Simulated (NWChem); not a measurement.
Species: TiH4O2; SMILES [OH][TiH2][OH]

```xyz
7

Ti     0.0000     0.0000    -0.3684
O      1.5150     0.0000     0.5154
H      2.0645     0.0000     1.3074
O     -1.5150     0.0000     0.5154
H     -2.0645     0.0000     1.3074
H      0.0000    -1.3773    -1.3778
H      0.0000     1.3773    -1.3778
```
Atoms are numbered in this order, from 1.

All runs: NWChem. Medium grid unless said otherwise, to which SCAN and Minnesota functionals are sensitive. Geometry: optimised at B3LYP/6-31G* (spherical d).

**Question.** Predict the results for r2SCAN0/def2-SVP. Quantities: highest occupied level (eV); orbital gap (eV); dipole (D).

**Answer.** 
| Quantity | Value |
|---|---|
| highest occupied level (eV) | -8.20 |
| orbital gap (eV) | 6.49 |
| dipole (D) | 3.86 |
